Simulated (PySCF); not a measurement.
Isomers C6H11NOSi:

A. SMILES C1=C[SiH2]C=C(CNC)O1
B. SMILES C=CNC(=O)[C@H]1CC[SiH2]1
C. `NCCC1=C[SiH2]C=CO1`

Spectrum 1. 1H NMR (300 MHz, computed): δ 7.29 (d, 1H), 5.91 (t, 1H), 5.16 (m, 1H), 4.96 (m, 2H), 3.42 (s, 2H), 2.46 (s, 3H), 0.61 (br s, 1H). 13C{1H} NMR (computed): δ 171.6 (C), 161.3 (CH), 98.9 (CH), 92.7 (CH), 59.1 (CH2), 36.3 (CH3).

Spectrum 2. 1H NMR (300 MHz, computed): δ 7.28 (d, 1H), 5.10 (m, 1H), 4.90 (m, 2H), 4.89 (m, 1H), 2.95 (t, 2H), 2.13 (t, 2H), 0.55 (br s, 2H). 13C{1H} NMR (computed): δ 171.7 (C), 161.4 (CH), 97.7 (CH), 93.5 (CH), 54.1 (CH2), 50.1 (CH2).

Spectrum 3. 1H NMR (300 MHz, computed): δ 7.40 (m, 1H), 5.86 (br, 1H), 4.98 (m, 1H), 4.72 (m, 1H), 4.40 (m, 1H), 4.36 (m, 1H), 3.54 (m, 1H), 2.46 (m, 1H), 2.24 (m, 1H), 1.55 (m, 1H), 1.46 (m, 1H). 13C{1H} NMR (computed): δ 173.0 (C), 137.5 (CH), 92.7 (CH2), 34.1 (CH), 21.8 (CH2), 6.8 (CH2).

Averaged over atoms made equivalent by symmetry, fast rotation or ring inversion, one conformer, relativity neglected, in vacuum. Geometry from GFN2-xTB; shieldings: GIAO PBE0/pcSseg-1; PySCF.

Scale: TMS for 1H, 13C (reference shieldings calculated alike). Where no couplings were computed, multiplicities follow the n + 1 count of equivalent neighbours, and m marks all less simple cases (inequivalent or close neighbours, rings, F or P nearby). Acid and N–H amide carbonyl carbons lie up to 10 ppm further downfield in solution (hydrogen bonding). Shifts are as computed. Against solution values, carbons near 30 ppm lie about +3 ppm off and those near 130 ppm about +5 ppm. Of 1211 compounds with measured shifts, 218 miss one by over three times the rms of a fit or turn the order of signals round; such compounds aren't used in these exercises. OH and NH positions are gas-phase values without hydrogen bonding to other molecules.

Match each spectrum to its structure.

Answers

1–A, 2–C, 3–B.

- Spectrum 1 (A): 6 13C signals; δC 171.6 is an alkene carbon bearing oxygen; δC 161.3 is an alkene carbon bearing oxygen.
- Spectrum 2 (C): 6 13C signals; δC 171.7 is an alkene carbon bearing oxygen; δC 161.4 is an alkene carbon bearing oxygen.
- Spectrum 3 (B): 6 13C signals; δC 173.0 is an amide carbonyl carbon; δC 137.5 is an alkene carbon bearing nitrogen.
